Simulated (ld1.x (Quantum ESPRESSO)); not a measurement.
**Pseudopotential generation for nitrogen: ultrasoft, PBE, scalar-relativistic.**

- Element: nitrogen
- Generator: ld1.x (Quantum ESPRESSO) 7.5
- Type: ultrasoft
- Functional: PBE
- Relativity: scalar-relativistic
- Frozen core: [He]
- Valence charge: 5
- Reference configuration: 2s2 2p3
- Partial waves: 2s (bound): rcut 0.60, rcutus 0.70 bohr; 2s channel at -0.65 Ry: rcut 0.60, rcutus 0.70 bohr; 2p (bound): rcut 1.55, rcutus 1.85 bohr; 2p channel at 0.65 Ry: rcut 1.55, rcutus 1.85 bohr
- Local potential: all-electron potential smoothed inside 1.30 bohr (lloc = -1)
- Core correction: a·sin(br)/r model core inside 0.76 bohr
- Augmentation charge: PSQ, radius 0.60 bohr

- Cutoffs needed: 70 Ry and 90 Ry (the cutoffs (Ry, on a coarse ladder) from which the occupation-weighted sum of valence levels, in a spherical-Bessel basis at the reference potential, stays within 10 and 1 mRy of its value at 400 Ry)
- Ghost test: no extra level below or beside the all-electron valence levels (s, p, d, f tested) (spherical-Bessel basis up to 400 Ry, 20 bohr box)
- Largest excitation error: +414 meV (all-electron minus pseudo) for 2s1 2p0, out of 7 test configurations
- Lowest eigenvalue of the overlap operator: 0.80 (s channel)
- Density cutoff estimated by the generator: 650 Ry
